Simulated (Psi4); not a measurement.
CH₅AlO₂ (SMILES C[O][AlH][OH]), singlet, at a GFN2-xTB geometry (such geometries of metal compounds can be far from the true shape). Base run: CCSD(T)/def2-SVP run with Psi4 1.11.

Here is a job for Psi4.
```
memory 2 GB

molecule {
0 1
Al   -0.37979568   -0.02722167    0.72684580
H    -1.54592248   -0.80876480    1.23852091
O     0.32422214    1.00392571    1.79218659
H     0.71969968    1.59335011    2.41780966
O     0.01954173   -0.32933943   -0.84413349
C     0.30906500   -0.62103284   -2.17938408
H     1.08587093   -1.38794897   -2.23524910
H    -0.58788546   -0.98935847   -2.68343245
H     0.66108026    0.27611056   -2.69476476
}

set {
  basis def2-svp
  freeze_core true
}

energy('ccsd(t)')
print_variables()
```

Variants of this job, named by their change:

| change | ΔE vs base (mEh) | MP2 correlation (Eh) | basis functions | core-seconds (rough) |
|---|---|---|---|---|
| base | 0.000 | -0.57434 | 85 | 50 |
| method = qcisd(t) | -0.543 | -0.57434 | 85 | 30 |
| method = mp3 | 24.292 | -0.57413 | 85 | 5 |
| method = dlpno-mp2 | 46.454 | -0.57406 | 85 | 6 |
| method = ccsd | 12.522 | -0.57434 | 85 | 30 |
| method = fno-ccsd(t) | 0.000 | -0.57434 | 85 | 30 |
| method = mp2 | 46.388 | -0.57413 | 85 | 4 |
| method = mp4 | -0.023 | -0.57434 | 85 | 20 |
